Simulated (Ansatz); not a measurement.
Au₃I₂, relaxed as a doublet with UKS PBE-D4/def2-SVP in Ansatz, starting from the GFN2-xTB geometry. Force threshold 0.02 eV/Å.

In the def2 sets Au, I take a core potential; there is no spin–orbit coupling. The relaxation made no stability test and no search for a lower SCF solution. No other spin state of charge 0 was run. The structure comes from a short search, and lower isomers may exist.

Start:

```xyz
5

Au   -0.752   -0.294    1.161
Au    0.011    1.032   -2.109
Au    1.673   -0.312   -0.604
I    -2.415    1.045   -0.385
I     1.484   -1.471    1.936
```

Q: Estimate the energy that the relaxation releases and the steps that it takes.

A: 10.2 kJ/mol, in 6 steps; 14 s on 4 threads of Intel Xeon on a shared host. No frequencies were taken in this run, so the end may be a saddle point.

Q: Does the start keep its bonding and symmetry?

A: By distances, no bond broke or formed. The bond that changes most is Au2–I4, from 2.98 to 2.79 Å (atoms count from 1). The end is the same structure that another start reached, the lowest one found. Point group Cs at the start, Cs at the end, both within 0.05 Å.

Q: Predict the relaxed structure.

A: 
Cartesian coordinates in Å:
```
Au -0.6762 -0.2652 1.0396
Au -0.1026 1.0180 -2.0159
Au 1.6696 -0.3314 -0.5419
I -2.4032 1.0763 -0.4458
I 1.5123 -1.4977 1.9640
```
Bond lengths (bridged metal pairs left out): 4 × Au–I 2.64 to 2.79 Å; 1 × Au–Au 2.67 Å.
